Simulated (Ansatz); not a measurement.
`[SiH3]C1BN[SiH2]1`, relaxed with RKS PBE0-D4/def2-TZVP in the Gaussian-basis code of Ansatz from a PBE-D4/def2-SVP geometry. The force threshold is 0.005 eV/Å; the program also tests the step.

Charge 0, multiplicity 1.

Start:

```xyz
13

Si    1.118    0.996    1.199
C     0.691   -0.150   -0.232
B    -0.350    0.474   -1.297
N    -1.527   -0.302   -1.129
Si   -0.721   -1.380    0.037
H     1.854    0.266    2.294
H     1.984    2.144    0.747
H    -0.145    1.566    1.795
H     1.633   -0.548   -0.664
H    -0.205    1.395   -2.081
H    -2.431   -0.223   -1.594
H    -1.383   -1.452    1.390
H    -0.518   -2.786   -0.464
```

Q: How much energy does the relaxation release, and in how many steps? (Best estimate.)

A: Computed: 0.06 eV, in 8 steps.

Q: Which bonds change most? (Best estimate.)

A: The calculation gave: N4–Si5 from 1.780 to 1.744 Å; C2–Si5 from 1.892 to 1.866 Å; Si1–C2 from 1.882 to 1.860 Å.

Q: Give the relaxed structure. (Best estimate.)

A: The calculation gave: 
```xyz
13

Si    1.103    0.979    1.189
C     0.691   -0.150   -0.230
B    -0.339    0.466   -1.293
N    -1.512   -0.294   -1.110
Si   -0.718   -1.346    0.032
H     1.855    0.260    2.254
H     1.929    2.136    0.747
H    -0.153    1.509    1.789
H     1.618   -0.545   -0.652
H    -0.186    1.357   -2.078
H    -2.404   -0.218   -1.566
H    -1.362   -1.415    1.373
H    -0.522   -2.738   -0.455
```
